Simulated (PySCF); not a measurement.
## [C2H5OSe]-: core ionisation energies

C₂H₅OSe (charge -1).
Cartesian coordinates in Å at the PBE0-D3(BJ)/def2-SVP level; atoms count from 1:
```
atom  x, y, z in Å
C1    -1.0199   -0.0372   -0.2408
O2    -0.0901   -0.0575    0.7844
C3     1.2231   -0.3964    0.3449
Se4    2.0467    0.7661   -0.9949
H5    -1.2121   -1.0546   -0.6588
H6    -0.6675    0.6009   -1.0763
H7    -1.9726    0.3489    0.1626
H8     1.1975   -1.4425   -0.0357
H9     1.8223   -0.3971    1.2703
```

Method used: PySCF 2.14.0, delta-SCF UKS SCAN, pcX-2 on the ionised atom, pcseg-1 elsewhere, spin-free X2C. Binding energies are ΔSCF values: E(core-ionised, relaxed orbitals) − E(ground state) at a fixed geometry, referred to the vacuum level.

**Question.** Give the core binding energies atom by atom.

**Answer.** 
```csv
atom(s),bonded to,level,binding energy (eV),above the level's lowest (eV),count
C1,O and 3 H,C 1s,287.40,+0.74,1
O2,2 C,O 1s,533.30,0.00,1
C3,"O, Se and 2 H",C 1s,286.66,0.00,1
```

Lowest listed C 1s: C3, bonded to O, Se and 2 H. Highest, 0.74 eV above it: C1, bonded to O and 3 H.

**Question.** Which photon energy gives electrons from C 1s of C3 a kinetic energy of 20 eV, and what is their de Broglie wavelength?

**Answer.** hν = 286.66 + 20 = 306.66 eV, recoil neglected; λ = 12.264 Å/√(E/eV) = 2.74 Å.

No level of selenium is listed. The species carries charge -1, so core ionisation leaves a neutral species. The basis sets have no added diffuse functions. Geometry: PBE0-D3(BJ)/def2-SVP, one conformer, isolated ion. The geometry's basis has no diffuse functions, a weakness for an anion.
